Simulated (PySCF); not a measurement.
Electronic structure of Te(2+) (tellurium, charge +2) at the UHF level

Configuration: [Kr] 4d10 5s2 5p2, high-spin 3P determinant. Calculation: PySCF 2.14, in aug-cc-pwCVTZ-DK3; scalar relativity by spin-free X2C-1e.

| Property | Result |
| --- | --- |
| Total energy | -6789.669865 hartree |
| One-electron energy | -9282.9501 hartree |
| Hartree (Coulomb) energy | 2667.6364 hartree |
| Exchange energy | -174.3562 hartree |
| ⟨S²⟩ | 2.0083 |
| ⟨L²⟩ | 2.024 |
| Sum of ⟨r⟩ | 31.29 bohr |
| Sum of ⟨r²⟩ | 40.53 bohr² |
| Traceless quadrupole moment −½Σ⟨3z² − r²⟩ along its main axis | 2.53 e·bohr² |
| Langevin diamagnetic susceptibility | -32.1 ×10⁻⁶ cm³/mol |

```csv
shell,electrons,mean orbital energy (hartree),spread (hartree),"rms radius, mean of both spins (bohr)"
1s α,1,-1175.53561,0,0.0319
1s β,1,-1175.53065,0,0.0319
2s α,1,-184.46497,0,0.130
2s β,1,-184.46310,0,0.130
2p α,3,-165.53541,0.00152,0.116
2p β,3,-165.53082,0.00395,0.116
3s α,1,-38.82140,0,0.343
3s β,1,-38.81586,0,0.343
3p α,3,-32.49973,0.00032,0.343
3p β,3,-32.49162,0.01004,0.343
3d α,5,-22.90334,0.00537,0.322
3d β,5,-22.90027,0.00876,0.322
4s α,1,-7.82670,0,0.814
4s β,1,-7.81223,0,0.814
4p α,3,-5.77021,0.00054,0.877
4p β,3,-5.75351,0.02370,0.877
4d α,5,-2.66851,0.01468,1.04
4d β,5,-2.65630,0.02667,1.04
5s α,1,-1.45388,0,2.14
5s β,1,-1.26885,0,2.14
5p α,2,-1.00518,0,2.50
```

Densities and radii are taken from the X2C orbitals without a picture-change correction, which distorts them close to the nucleus.

Spin-orbit constants ζ (cm⁻¹) from the X2C one-electron operator on these orbitals: bare nucleus, nucleus screened by l(l+1)(2l+1)/3 electrons, and screened by the Breit-Pauli mean field of the electrons.

```csv
shell,bare,screened nucleus,mean field
2p,1466000,1409000,n/a
3p,276800,266100,n/a
3d,41920,33860,n/a
4p,50230,48300,n/a
4d,5606,4528,n/a
5p,5142,4944,n/a
```

To first order the Landé constant is A = 2472 cm⁻¹, so the lowest level has J = 0 and lies 0.613 eV below the centre of the term. This holds in LS coupling only.
